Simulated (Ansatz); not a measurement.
CH$_{8}$N$_{2}$OSi (`NCO[SiH2]N`) from Hartree–Fock to CCSD(T)

```xyz
13

N     2.087    1.463   -0.466
C     1.133    0.482   -0.850
O     0.172    0.223    0.166
Si   -1.060   -0.861    0.009
N    -2.044   -0.940    1.396
H     1.633    2.341   -0.252
H     2.594    1.167    0.358
H     1.664   -0.446   -1.092
H     0.619    0.829   -1.754
H    -1.914   -0.452   -1.138
H    -0.482   -2.213   -0.222
H    -2.687   -0.197    1.612
H    -1.716   -1.395    2.233
```

Charge 0, multiplicity 1. The geometry is a stationary point of PBE0-D4/def2-TZVP. It is one conformer, not always the lowest. Frozen core, restricted reference, the Gaussian-basis code of Ansatz. CBS rows extrapolate triple and quadruple zeta; past MP2 they add the triple-zeta difference.

```tsv
basis	HF (Eh)	MP2 corr.
def2-SVP	-515.01923	-0.76383
def2-TZVPP	-515.40253	-0.96236
def2-QZVPP	-515.42336	-1.03320
```

(1) Estimate the CCSD correlation energy and the (T) correction in each basis where they were run (hartree).

## Answers

(1) 
```tsv
basis	CCSD corr.	(T)
def2-SVP	-0.81651	-0.02032
def2-TZVPP	-1.00332	-0.03708
CBS(def2)	-1.12664	as TZ
```
